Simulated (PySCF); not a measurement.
**NaCa⁺: energy against distance**

Set-up: PySCF, no relativity, basis sets Na def2-SVP, Ca def2-SVP. Energies in eV from Na⁺ + Ca in their ground configurations at the same level. State: ¹Σ⁺ (singlet), closed shell.

```tsv
R (Å)	M06	r²SCAN0
3.065	-0.6231	-0.7232
3.208	-0.7266	-0.8290
3.350	-0.7887	-0.8916
3.457	-0.8150	-0.9163
3.564	-0.8285	-0.9260
3.671	-0.8321	-0.9237
3.813	-0.8248	-0.9060
3.992	-0.8012	-0.8674
4.205	-0.7580	-0.8061
4.491	-0.6870	-0.7122
```

Task: Put a parabola through the three lowest points of the M06 curve and estimate Re, k and ωe (reduced mass 14.59 u; 1 eV/Å² = 0.16022 mdyn/Å; ωe = 1302.8·√(k/μ) cm⁻¹).

Result: Through R = 3.564, 3.671, 3.813 Å the second-order coefficient is 0.342 eV/Å², so Re ≈ 3.667 Å, k ≈ 0.109 mdyn/Å and ωe ≈ 113 cm⁻¹. A polynomial fit of higher order to the unrounded M06 energies gives Re = 3.662 Å, k = 0.113 mdyn/Å, ωe = 115 cm⁻¹; anharmonicity and rounding make the difference.

The higher-order fit for each curve: M06: Re = 3.662 Å, ωe = 115 cm⁻¹, De = 0.83 eV; r²SCAN0: Re = 3.593 Å, ωe = 136 cm⁻¹, De = 0.93 eV.

Closed-shell solutions of metal pairs were not tested for spin polarisation, which can lower them a little. For an ion De counts to the pair picked by the measured ionisation energies or electron affinities, which need not be the lowest pair at this level.
